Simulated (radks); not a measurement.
Ir4+, configuration [Xe] 4f14 5d5.

All-electron calculation, Dirac Kohn-Sham, PBE, spin-unpolarised, spherical densities, finite nucleus; open shells fill j = l - 1/2 first; Fermi nuclear charge, rms radius 5.4032 fm. Program: a radial shooting solver on a logarithmic mesh with Libxc functionals.

Energy parts (eV):
| part | energy |
|---|---|
| total | -485748.63 |
| kinetic | 553242.07 |
| electron-nucleus | -1215464.97 |
| Hartree | 185927.75 |
| exchange-correlation | -9453.48 |

Orbitals (lengths in bohr, moments of r in powers of bohr):
orbital  occ.  eigenvalue (eV)       <r^4>  small-component weight
1s1/2       2        -76030.04   4.815e-07                8.50e-02
2s1/2       2        -13329.81  0.00007087                1.94e-02
2p1/2       2        -12774.37  0.00004232                1.95e-02
2p3/2       4        -11146.89  0.00006393                1.74e-02
3s1/2       2        -3153.383    0.002592                6.44e-03
3p1/2       2        -2903.736    0.002270                6.39e-03
3p3/2       4        -2547.379    0.003079                5.79e-03
3d3/2       4        -2129.282    0.002061                5.68e-03
3d5/2       6        -2052.266    0.002260                5.52e-03
4s1/2       2        -709.4500     0.05936                2.16e-03
4p1/2       2        -603.9560     0.06394                2.07e-03
4p3/2       4        -519.6723     0.08631                1.84e-03
4d3/2       4        -346.4511      0.1062                1.64e-03
4d5/2       6        -330.8024      0.1165                1.58e-03
4f5/2       6        -110.4906      0.2512                1.20e-03
4f7/2       8        -107.3655      0.2668                1.17e-03
5s1/2       2        -143.9371       1.635                5.25e-04
5p1/2       2        -110.5211       2.328                4.47e-04
5p3/2       4         -96.5732       3.241                3.85e-04
5d3/2       4         -51.0795       9.760                2.34e-04
5d5/2       1         -49.5000       10.80                2.22e-04

The highest occupied level is 5d5/2 at -49.500 eV. For comparison, the ionisation energy in NIST's Atomic Spectra Database is 57 eV (theoretical). In exact Kohn-Sham theory the highest level is minus the ionisation energy, but local and semilocal functionals leave it too shallow, through self-interaction and a potential that decays too fast; potentials with the right tail come closer.

Beside tabulated values, note that spin-unpolarised runs miss the spin-polarisation part of the exchange energy of open shells.
